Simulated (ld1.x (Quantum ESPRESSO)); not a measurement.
# What the settings do to the PAW potential of Zr (Z = 40)

Base potential:

zirconium, PAW, made with ld1.x (Quantum ESPRESSO) 7.5 (PBE, fully relativistic). Core [Ar] 3d10, reference 4s2 4p6 4d2 5s1 5p0 (charge +1). Waves: 4s (bound): rcut 2.05, rcutus 2.25 bohr; 5s (bound): rcut 2.05, rcutus 2.25 bohr; 4p (bound): rcut 1.80, rcutus 2.05 bohr; 5p (bound, empty): rcut 1.80, rcutus 2.05 bohr; 4d (bound): rcut 1.60, rcutus 2.15 bohr; 4d channel at 0.3 Ry: rcut 1.60, rcutus 2.15 bohr. Local part: all-electron potential smoothed inside 1.75 bohr (lloc = -1). Core correction: Bessel-smoothed model core inside 1.35 bohr. Augmentation charge: BESSEL, radius 1.40 bohr.

Open shells are filled in proportion to 2j + 1 (rel_dist='average').

Cutoffs, loose and tight: the cutoffs (Ry, on a coarse ladder) from which the occupation-weighted sum of valence levels, in a spherical-Bessel basis at the reference potential, stays within 10 and 1 mRy of its value at 400 Ry. They do not see the model core or the augmentation charge, which bear on the density cutoff. Test errors are all-electron minus pseudo excitation energies from the reference, over the configurations 4s2 4p6 4d2 5s2 5p0; 4s2 4p6 4d2 5s0 5p0; 4s2 4p6 4d1 5s0 5p0; 4s2 4p6 4d1 5s2 5p1; 4s2 4p6 4d3 5s1 5p0; 4s2 4p6 4d1 5s2 5p0; 4s2 4p6 4d3 5s0 5p0. A dash means not determined; rows that change the core or the reference have their own tests.

Cutoffs are not given where the Bessel-basis levels miss the radial ones by over 6 mRy, ghosts where they miss by over 20 mRy; a channel whose overlap is not positive is not tested.

| change | outcome | bound ghosts | largest test error (meV) |
| --- | --- | --- | --- |
| base | generated | not determined | -0.4 |
| core correction a·sin(br)/r model core, default radius (ld1.x builds one for every PAW set, though the input has nlcc=.false.) | generated | not determined | -0.7 |
| core correction Bessel-smoothed model core inside 1.04 bohr | generated | not determined | +1.2 |
| core correction Bessel-smoothed model core inside 1.30 bohr | generated | not determined | -0.4 |
| core correction Bessel-smoothed model core inside 1.66 bohr | generated | not determined | -0.4 |
| core correction Bessel-smoothed model core inside 2.12 bohr | generated | not determined | -0.6 |
| core correction Bessel-smoothed model core inside 2.32 bohr | generated | not determined | -0.6 |
